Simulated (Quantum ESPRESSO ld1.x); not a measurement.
Os56+, configuration [Ar] 3d2. Method: scalar-relativistic Kohn-Sham, relativistic LDA (MacDonald-Vosko exchange, VWN5 correlation), spin-unpolarised, spherical densities, point nucleus; computed with ld1.x of Quantum ESPRESSO 7.5.

Radial electron density D(r) = 4 pi r^2 rho(r):

r (bohr)   D(r) (e/bohr)
0.0008328          6.500
0.001059           9.361
0.001335           13.20
0.001697           18.62
0.00214            25.59
0.002721           34.90
0.003432           46.06
0.004362           59.57
0.005502           73.69
0.006994           87.71
0.00882            98.34
0.01121            103.8
0.01414            102.5
0.01783            96.64
0.02267            92.02
0.02859            96.36
0.03634            112.2
0.04583            128.8
0.05827            128.1
0.07348            102.8
0.09341            70.85
0.1178             61.74
0.1498             70.03
0.1889             63.07
0.2401             33.99
0.3028             10.11
0.3818             1.452
0.4854           0.07644
0.6122          0.001451

D(r) has 3 maxima, at r = 0.0120, 0.0517, 0.158 bohr, and minima at 0.0232, 0.113 bohr, inside which lie 1.91, 10.74 electrons.
